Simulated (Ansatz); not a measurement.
B(PF3)H3 (BPH3F3). Charge 0, multiplicity 1. Geometry PBE-D4/def2-SVP, basis def2-TZVP, Ansatz.

```tsv
run	HOMO (eV)	LUMO (eV)
A	-9.86	-0.36
B	-8.57	-1.59
C	-8.47	-1.34
D	-8.42	-1.24
E	-9.32	-0.70
F	-8.81	-1.05
```

Another isomer (singlet) lies 1.86 eV lower at PBE0-D4/def2-TZVP; other spin states weren't run for this one.

The runs used LDA (SPW92), PBE, PBE0, r2SCAN, r2SCANh, revPBE. Estimate which is which.

A PBE0 (25 % exact exchange); B LDA (SPW92) (0 % exact exchange); C PBE (0 % exact exchange); D revPBE (0 % exact exchange); E r2SCANh (10 % exact exchange); F r2SCAN (0 % exact exchange). Exact exchange lowers occupied and raises empty levels; among semilocal functionals meta-GGAs tend to open the gap a little, and such runs are hard to tell apart. The gap grows from 6.98 eV (LDA (SPW92)) to 9.50 eV (PBE0).
